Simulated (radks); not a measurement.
The numbers below are computed, except where a source is named.
Problem. Ca+, 19 electrons, occupied as [Ar] 4s1. Level of theory: non-relativistic Kohn-Sham, PBE, spin-polarised, spherical densities, point nucleus; open shells are filled with parallel spins first (a radial shooting solver on a logarithmic mesh with Libxc functionals). Some entries of the table are withheld. Estimate them.

orbital,occ.,eigenvalue (eV),<r^2> (bohr^2)
1s up,1,-3934.927,0.008038
1s down,1,-3934.897,0.008038
2s up,1,-417.6145,0.1592
2s down,1,-417.5833,0.1592
2p up,3,-341.4046,0.1336
2p down,3,-341.3750,0.1336
3s up,1,(1),1.557
3s down,1,(2),1.552
3p up,3,-34.9373,1.903
3p down,3,-34.7863,1.886
4s up,1,-9.3035,14.60
3d up,0,-8.6167,5.185
3d down,0,-8.1722,4.514
4p up,0,-6.2648,(3)

Solution. 
(1) 3s up eigenvalue (eV): -53.5752
(2) 3s down eigenvalue (eV): -53.4576
(3) 4p up <r^2> (bohr^2): 21.54
